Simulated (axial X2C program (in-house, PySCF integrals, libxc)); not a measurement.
OsB: cheaper levels and CCSD(T), 2c

All values were computed with an axial X2C code built on PySCF integrals. Two-component (2c) means X2C with spin–orbit coupling and atomic mean-field two-electron Coulomb and Gaunt terms. Basis: Os dyall-cv3z [13s14p9d6f4g], B dyall-v3z [7s6p2d1f] (cores contracted in-house); Gaussian nuclei, density fitting, unrestricted open shells. Masses: Os 191.961 u, B 11.009 u.

State: Ω = 3/2 (⟨Sz⟩ = 1.48, ⟨Lz⟩ = 0.02 at HF); fragments Os + B.

```json
{"level": "HF", "Re (Å)": "1.798", "ωe (cm⁻¹)": "829.8", "De (eV)": "1.22"}
{"level": "CCSD", "Re (Å)": "1.773", "ωe (cm⁻¹)": "954.1", "De (eV)": "3.41"}
{"level": "r2SCAN", "Re (Å)": "1.781", "ωe (cm⁻¹)": "863.9", "De (eV)": "n/a"}
```

Correlated methods: 11 electrons correlated (number of frozen shells: Os 5 s, 4 p, 2 d, 1 f; B 1 s), 275 virtual spin orbitals or spinors in MP2, 140 natural virtuals in coupled cluster.

CCSD(T), same Hamiltonian and basis:

Re = 1.777 Å, ωe = 950.3 cm⁻¹, De = 3.78 eV; T1 = 0.078 (Lee–Taylor normalisation).

Give the differences from CCSD(T) in the columns below.



```json
{"level": "HF", "ΔRe (Å)": "0.021", "Δωe (cm⁻¹)": "-120", "ΔDe (eV)": "-2.56"}
{"level": "CCSD", "ΔRe (Å)": "-0.004", "Δωe (cm⁻¹)": "4", "ΔDe (eV)": "-0.37"}
{"level": "r2SCAN", "ΔRe (Å)": "0.004", "Δωe (cm⁻¹)": "-86", "ΔDe (eV)": "n/a"}
```

Occupations by symmetry block were frozen at the best pattern of an incomplete PBE0 search. De is counted from the lowest determinant-based energies of the atoms at the same level, without counterpoise correction. De is not given where an atomic determinant may have missed its ground term or J level, or where the truncated virtual space spoils (T). Density functionals use the spin component along the axis (collinear). CCSD and (T) use frozen natural virtuals with an MP2 correction for the truncation; (T) itself is uncorrected, so its De runs slightly low. PBE0 can misorder states that lie within some tenths of an eV, so this need not be the ground state of the molecule. The nearest other 2c determinant of the search, Ω = 1/2, lies 0.22 eV up at the distance of the search. The functionals have no current-density term, which raises determinants with orbital currents, atoms included. With several unpaired electrons one determinant need not be a pure state. This is the top spin component of a Σ state; components of lower Ω are not single determinants and can lie lower. The determinant is spin-polarised beyond a pure state at some levels (its spin-free form has ⟨S²⟩ too high), which makes Re and μ there less reliable. The T1 diagnostic is large, a sign of multireference character.
